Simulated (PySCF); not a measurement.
Which determinant of GeSe lies lowest?

Unrestricted PBE0; Ge cc-pVTZ-PP with ECP10, Se cc-pVTZ-PP with ECP10; scalar-relativistic core potentials (PySCF 2.14). Outer shells of the fragments: Ge 3d10 4s2 4p2; Se 3d10 4s2 4p4.

Followed along the bond (rough minima from three points):

```tsv
2Ms+1	unpaired	⟨S²⟩ at the start	R at minimum (Å)	Te (eV)
1	none	0.00	2.14	0.00
3	π ↑↑	2.01	none in the scan	≤ 2.33
5	σ ↑, π ↑↑↑	6.01	none in the scan	≤ 4.87
```

Solutions found at the starting distance of 2.275 Å, counted from the lowest of them; the search is not exhaustive and high or unbound solutions are not listed, so other states can lie among these:

| 2Ms+1 | unpaired | term | E (eV) | ⟨S²⟩ | ⟨Lz²⟩ | μ (D) |
| --- | --- | --- | --- | --- | --- | --- |
| 1 | none | ¹Σ⁺ | 0.00 | 0.00 | 0.00 | -2.51 |
| 3 | π ↑↑ | mixed | 2.21 | 2.01 | 2.01 | -0.18 |
| 3 | π ↑↑ | mixed | 2.54 | 2.01 | 2.01 | -0.40 |
| 1 | π ↑↓ | mixed | 2.59 | 1.01 | 2.02 | -0.47 |
| 3 | σ ↑, π ↑ | ³Π | 2.78 | 2.01 | 1.01 | -1.80 |
| 1 | σ ↓, π ↑ | mixed | 3.04 | 1.02 | 1.01 | -1.67 |

A term symbol is given only where ⟨S²⟩ and ⟨Lz²⟩ are close to those of a pure state; real π, δ and φ orbitals otherwise mix terms. A positive dipole means Ge(−)Se(+).

The measured ground state is X ¹Σ+ (Huber and Herzberg, Constants of Diatomic Molecules (1979)).

Counting both spins, an empty level lies below a filled one in some of these solutions, because spin and occupation are held.
